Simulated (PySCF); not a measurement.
Numbering as in the mapped SMILES `[CH3:1][O:2][CH2:3][SiH2:4][SiH3:5]`. Each H is labelled by its parent atom.

GIAO PBE0/pcSseg-1 shifts (PySCF, gas phase, non-relativistic, equivalent atoms averaged), each against references optimised in the same way as the molecule (TMS, H2O).

On the GFN2-xTB geometry: C1 65.4, C3 63.1, O2 15.4, Si4 -73.5, Si5 -118.7, H(Si4) 3.99, H(C1) 3.53, H(Si5) 3.40, H(C3) 3.32 ppm.

What changes on the PBE0-D3(BJ)/def2-SVP geometry?

## Answers


| atoms | δ (ppm) | change |
| --- | --- | --- |
| C1 | 63.6 | -1.8 |
| C3 | 59.9 | -3.2 |
| O2 | 9.2 | -6.2 |
| Si4 | -67.0 | +6.5 |
| Si5 | -106.8 | +11.9 |
| H(Si4) | 3.93 | -0.06 |
| H(C1) | 3.29 | -0.24 |
| H(Si5) | 3.48 | +0.08 |
| H(C3) | 3.13 | -0.19 |

Bonds between heavy atoms that differ most (equivalent bonds averaged): Si4–Si5 2.309 → 2.341 Å, O2–C3 1.416 → 1.403 Å, C3–Si4 1.909 → 1.902 Å, C1–O2 1.401 → 1.395 Å. Mean change of bonds to hydrogen: C–H +0.011 Å, Si–H +0.028 Å.
